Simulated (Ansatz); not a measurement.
Born–Oppenheimer molecular dynamics of ClGeH₈NSi (12 atoms, charge 0, multiplicity 1). It starts at the highest image of a converged band, a first-order saddle point between two minima.

These are results of RKS PBE0/def2-SVP (Ansatz), not measurements.

* ensemble: NVE (velocity Verlet)
* time step: 0.5 fs
* steps asked: 200
* starting velocities drawn for: 100 K
* seed: 5074

First frame:

```xyz
12
Properties=species:S:1:pos:R:3
Ge -0.416 0.206 -0.231
Cl -0.273 -1.037 2.751
H 0.472 1.224 0.473
H -1.007 0.785 -1.534
H 0.186 -1.175 -0.459
N -2.001 -0.057 0.859
H -2.837 -0.275 0.309
Si -2.299 1.150 2.223
H -2.917 0.447 3.370
H -1.085 1.947 2.502
H -3.325 2.054 1.606
H -1.617 -0.869 1.482
```

**Question.** How far do the bonds stretch over the last three quarters of this one trajectory? (Pairs bonded in most of those frames.)

**Answer.** 
```tsv
bond	mean (Å)	spread (Å)	shortest	longest
Ge1–H3	1.521	0.021	1.49	1.55
Ge1–H4	1.542	0.007	1.53	1.55
Ge1–H5	1.529	0.031	1.48	1.57
Ge1–N6	1.944	0.012	1.92	1.97
N6–H7	1.025	0.001	1.02	1.03
N6–Si8	1.862	0.011	1.85	1.89
N6–H12	1.069	0.017	1.03	1.10
Si8–H9	1.481	0.017	1.45	1.50
Si8–H10	1.480	0.012	1.46	1.50
Si8–H11	1.507	0.003	1.50	1.52
```

Mean temperature of the second half: 54 K. The conserved energy stayed within 0.042 meV per atom of its start (net change 0.026 meV per atom), so the integration is sound. The temperature averaged 0.54 of the 100 K drawn at the start: a run that starts near a minimum puts about half its kinetic energy into the potential. A run of 0.1 ps of so small a system gives no equilibrium averages. The orbitals stay closed-shell, which can raise the energy where a bond breaks towards radicals; this wasn't checked here.

Time of the run: 13 min on 4 threads of Arm Neoverse N1, with other jobs on the host, peak memory 0.32 GiB.
